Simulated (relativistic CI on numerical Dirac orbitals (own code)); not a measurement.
Sensitivity of the levels of V VIII to α and to the nuclear radius

Computed by Dirac-Coulomb-Breit CI, KLI orbitals optimised for each configuration, derivatives by finite differences, unscaled Slater integrals, QED left out (own radial code, finite nucleus).

CI space (outside the closed core [Ne]): 3s2.3p4, 3s.3p5, 3p6, 3s2.3p3.3d, 3s.3p4.3d, 3p5.3d, 3p4.3d2, 3p3.3d3. Double excitations out of closed p, d and f shells are left out; levels of such configurations are missing from the list, as are those of other unlisted configurations, and high levels can miss mixing partners.

With x = (α/α₀)² − 1 an excitation energy changes as ω = ω₀ + qx; K = 2q/ω₀ is the relative enhancement. Terms are leading LS components, so labels can repeat. The field-shift factor is F = δν/δ⟨r²⟩ for the transition from the lowest level.

Lowest level 3s2.3p4 3P_2.

| Level | ω₀ (cm⁻¹) | q (cm⁻¹) | K | F (GHz/fm²) |
| --- | --- | --- | --- | --- |
| 3s2.3p4 3P_1 | 5917 | 6438 | 2.18 | -0.0062 |
| 3s2.3p4 3P_0 | 7712 | 7300 | 1.89 | -0.00821 |
| 3s2.3p4 1D_2 | 30294 | 4633 | 0.306 | 0.0163 |
| 3s2.3p4 1S_0 | 72814 | 5889 | 0.162 | -0.183 |
| 3s.3p5 3P°_2 | 222011 | 8683 | 0.0782 | -5.59 |
| 3s.3p5 3P°_1 | 226916 | 13400 | 0.118 | -5.57 |
| 3s.3p5 3P°_0 | 229732 | 16480 | 0.144 | -5.57 |
| 3s.3p5 1P°_1 | 284367 | 10710 | 0.0753 | -4.01 |
| 3s2.3p3.3d 5D°_0 | 304145 | 6009 | 0.0395 | 0.464 |
| 3s2.3p3.3d 5D°_1 | 304209 | 6067 | 0.0399 | 0.466 |
| 3s2.3p3.3d 5D°_2 | 304317 | 6109 | 0.0402 | 0.469 |
| 3s2.3p3.3d 5D°_3 | 304481 | 6164 | 0.0405 | 0.471 |
| 3s2.3p3.3d 5D°_4 | 304793 | 6471 | 0.0425 | 0.473 |

At this charge configurations can still be misplaced by up to about 7 % of their energy.
